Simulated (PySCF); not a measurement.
# Calculated NMR data

Theory: B3LYP/pcJ-1 coupling constants (spin–dipole term left out of most H,H and C,H couplings), shieldings: GIAO PBE0/pcSseg-1, geometry from PBE0-D3(BJ)/def2-SVP, in PySCF 2.14.0 with density-fitted response routines (equivalent nuclei averaged, one computed conformer, gas phase, non-relativistic Hamiltonian).

Scale: TMS for $^{1}$H (σ = 31.27 ppm) and $^{13}$C (σ = 184.41 ppm) (reference shieldings calculated alike). Multiplet labels drop J under 1 Hz and among equivalent protons, and merge close values. Unscaled 3J(H,H) run several per cent high. One-bond C–F couplings are unscaled and too large by tens of Hz. Shifts are as computed. Against solution values, carbons near 30 ppm lie about +2 ppm off and those near 130 ppm about +5 ppm. Of 1211 compounds with measured shifts, 218 miss one by over three times the rms of a fit or turn the order of signals round; such compounds aren't used in these exercises.

Compound 1 (C3H7FO2). $^{1}$H NMR (600 MHz, computed): δ 5.23 (d, J = 62.2 Hz, 2H), 4.63 (d, J = 1.0 Hz, 2H), 3.33 (s, 3H). $^{13}$C{$^{1}$H} NMR (computed): δ 98.7 (CH2, d, J = 283.3 Hz), 92.6 (CH2), 55.6 (CH3). Structure: `InChI=1S/C3H7FO2/c1-5-3-6-2-4/h2-3H2,1H3`.

Compound 2 (C5H3F2N). $^{1}$H NMR (600 MHz, computed): δ 8.36 (ddd, J = 8.7, 6.4, 1.5 Hz, 1H), 6.84 (ddd, J = 8.0, 6.4, 1.9 Hz, 1H), 6.54 (ddd, J = 9.6, 3.4, 1.9 Hz, 1H). $^{13}$C{$^{1}$H} NMR (computed): δ 179.0 (dd, J = 332.1, 8.1 Hz), 172.1 (dd, J = 304.2, 8.8 Hz), 155.8 (dd, J = 16.2, 6.1 Hz), 113.8 (d, J = 13.7 Hz), 101.5 (dd, J = 40.6, 17.4 Hz). Structure: 2,4-Difluoropyridine (Fc1ccnc(F)c1).
